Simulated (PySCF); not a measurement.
In(I)3 anion (I3In), SMILES [In]([I])([I])[I] (connectivity only; charge and spin as stated), charge -1, multiplicity 2. Atoms are numbered in the order given.

```xyz
4

In     0.0000     0.0000     0.7214
I      2.3330    -1.3470    -0.2223
I     -2.3330    -1.3470    -0.2223
I      0.0000     2.6939    -0.2223
```
Charge -1, spin multiplicity 2.

Coordinates come from a r2SCAN-D4/def2-SVPD optimisation. The spin state was assumed, not searched. The isomer is the one that the SMILES or the coordinates give; other isomers of the formula were not compared. The def2 effective core potentials stand for the cores of I, In; spin–orbit coupling is left out.

Computed with PySCF with PBE/def2-SVPD.

The molecule is in vacuum.

```json
{
  "total_energy": "-1083.46307 hartree",
  "point_group": "C3v",
  "α spin, highest occupied and lowest empty level": "-1.19 and 1.68 eV",
  "β spin, highest occupied and lowest empty level": "-2.40 and -0.66 eV",
  "dipole_moment_about_the_centre_of_nuclear_charge": "1.28 D",
  "mean_static_polarisability": "207.1 bohr³ (30.69 Å³)",
  "polarisability_principal_values": "150.0, 235.7, 235.7 bohr³",
  "⟨S²⟩": "0.752 (pure state 0.75)"
}
```
